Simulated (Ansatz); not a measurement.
Ideal-gas functions of BrH$_{2}$NSi (`N[Si]Br`) at 298.15 K and 1 bar, from an Ansatz frequency run at PBE0-D4/def2-TZVP.

Molar mass 124.01 g/mol, point group Cs (symmetry number 1), electronic degeneracy 1, moments of inertia 26.85, 178.595, 205.446 u Å². Harmonic wavenumbers (cm⁻¹, unscaled): 227, 380, 508, 539, 762, 880, 1565, 3567, 3676.

Use S(trans) = R[1.5 ln M + 2.5 ln T − 1.1517]; rotational temperatures θ = 24.2544 K / I; S(rot) = R[ln(√π/σ · √(T³/θAθBθC)) + 1.5]; for each mode x = 1.438777 ν̃/T, S = R[x/(eˣ − 1) − ln(1 − e⁻ˣ)] and H = RT x/(eˣ − 1); 1 cm⁻¹ = 0.0119627 kJ/mol; R = 8.31446 J/(mol·K).

Task: By hand: the entropy, in J/(mol·K).

Result: Translation 169.0. Rotation: θ = 0.9033, 0.1358, 0.1181 K, giving 105.9. Vibration, mode by mode: 7.96, 4.35, 2.67, 2.37, 1.01, 0.63, 0.04, 0.00, 0.00, in all 19.0. Electronic 0.0. Sum 293.9 J/(mol·K).

Task: By hand: H − E and G − E in kJ/mol, counted from the electronic energy.

Result: Zero-point energy ½ × 12104 × 0.0119627 = 72.4; thermal vibration 3.7; translation, rotation and pV give 4 RT = 9.9. H − E = 86.0 kJ/mol, and G − E = 86.0 − 298.15 × 293.9/1000 = -1.6 kJ/mol.

Vibration gives 6 % of the entropy. The sum counts one conformer and one mirror image; others add a mixing term.
